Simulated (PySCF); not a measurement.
Optical rotation: `C=C1C[Si@@H]([SeH])[C@@H]1F`, C4H7FSeSi

Molfile (atoms numbered from 1):
```
C4H7FSeSi
     RDKit          3D

 14 14  0  0  0  0  0  0  0  0999 V2000
   -2.2734    0.2903   -0.4301 C   0  0  0  0  0  0  0  0  0  0  0  0
   -0.9828    0.2039   -0.1823 C   0  0  0  0  0  0  0  0  0  0  0  0
    0.1524   -0.1303   -1.1219 C   0  0  0  0  0  0  0  0  0  0  0  0
    1.2559   -0.5752    0.3854 Si  0  0  1  0  0  4  0  0  0  0  0  0
    3.1795    0.6239    0.6785 Se  0  0  0  0  0  2  0  0  0  0  0  0
   -0.2945    0.2758    1.1594 C   0  0  2  0  0  0  0  0  0  0  0  0
   -0.9703   -0.3775    2.1684 F   0  0  0  0  0  0  0  0  0  0  0  0
   -2.6704    0.1635   -1.4234 H   0  0  0  0  0  0  0  0  0  0  0  0
   -2.9821    0.4860    0.3568 H   0  0  0  0  0  0  0  0  0  0  0  0
    0.4826    0.7457   -1.6822 H   0  0  0  0  0  0  0  0  0  0  0  0
   -0.1008   -0.9025   -1.8440 H   0  0  0  0  0  0  0  0  0  0  0  0
    1.4364   -1.9874    0.7035 H   0  0  0  0  0  0  0  0  0  0  0  0
    3.9198   -0.1218   -0.2989 H   0  0  0  0  0  0  0  0  0  0  0  0
   -0.1530    1.3052    1.5087 H   0  0  0  0  0  0  0  0  0  0  0  0
  1  2  2  0
  2  3  1  0
  3  4  1  0
  4  5  1  0
  4  6  1  0
  6  7  1  0
  6  2  1  0
  1  8  1  0
  1  9  1  0
  3 10  1  0
  3 11  1  0
  4 12  1  1
  5 13  1  0
  6 14  1  1
M  END
```

Computed, not measured: TDDFT wB97X-D/def2-SVPD circular dichroism and optical rotation, one conformer, gas phase in PySCF. Geometry: GFN2-xTB.

The molecule is flexible and this is one conformer; a measurement averages over conformers. The calculation is non-relativistic, which matters for the atoms heavier than Zn.

Stereocentres: Si4 R, C6 S.

**Question.** Give the optical rotatory dispersion at 633, 589.3, 546, 436, 405, 365, 355 nm.

**Answer.** [α] in deg dm⁻¹ (g/mL)⁻¹:
```csv
λ (nm),origin-invariant length gauge,modified velocity gauge,length gauge (centre of mass),isotropic polarisability (au)
633,-57.6,-54.0,-57.6,106.1
589.3,-67.9,-63.5,-67.8,106.7
546,-81.1,-75.9,-81.0,107.4
436,-141.6,-132.6,-141.7,110.5
405,-172.6,-161.7,-172.9,112.0
365,-232.8,-218.1,-233.3,114.6
355,-253.4,-237.4,-254.1,115.4
```

**Question.** And for the mirror image at 589.3 nm?

**Answer.** +67.9 deg dm⁻¹ (g/mL)⁻¹ (origin-invariant length gauge): the same size and the opposite sign.

**Question.** What is the molar rotation [Φ] = [α]·M/100 of the geometry above at 589.3 nm?

**Answer.** With M = 181.15 g/mol, -122.9 deg cm² dmol⁻¹ (origin-invariant length gauge).

The first excitation lies at 5.44 eV (228 nm) with R = +4.3 × 10⁻⁴⁰ esu² cm² (velocity form).
